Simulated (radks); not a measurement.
Species: Tm XIX. Configuration: [Kr] 4d10 4f5 (the NIST ground configuration). All-electron calculation, Dirac Kohn-Sham, PBE, spin-unpolarised, spherical densities, finite nucleus; open shells fill j = l - 1/2 first; Fermi nuclear charge, rms radius 5.2256 fm. Program: a radial shooting solver on a logarithmic mesh with Libxc functionals. Some entries of the table are withheld. Estimate them.

orbital  occ.  eigenvalue (hartree)  <r^2> (bohr^2)  r(max) (bohr)
1s1/2       2                   (1)       0.0005486        0.01261
2s1/2       2                   (2)        0.008459        0.07208
2p1/2       2             -366.5030        0.006091        0.05403
2p3/2       4             -330.4883        0.007307        0.06035
3s1/2       2                   (3)         0.05562         0.2035
3p1/2       2             -91.78553         0.05139         0.1912
3p3/2       4             -84.16966         0.05813         0.2043
3d3/2       4             -71.26901             (4)         0.1611
3d5/2       6             -69.60643             (5)         0.1648
4s1/2       2             -32.35748          0.2660         0.4600
4p1/2       2             -29.27772          0.2734            (6)
4p3/2       4             -27.42479          0.3041            (7)
4d3/2       4             -22.31294          0.3211         0.4831
4d5/2       6             -21.95342          0.3312         0.4910
4f5/2       5             -15.60917          0.3531         0.4454
4f7/2       0             -15.53449          0.3577         0.4486

Answer. 
(1) 1s1/2 eigenvalue (hartree): -2192.465
(2) 2s1/2 eigenvalue (hartree): -383.6610
(3) 3s1/2 eigenvalue (hartree): -99.33861
(4) 3d3/2 <r^2> (bohr^2): 0.04566
(5) 3d5/2 <r^2> (bohr^2): 0.04752
(6) 4p1/2 r(max) (bohr): 0.4606
(7) 4p3/2 r(max) (bohr): 0.4866
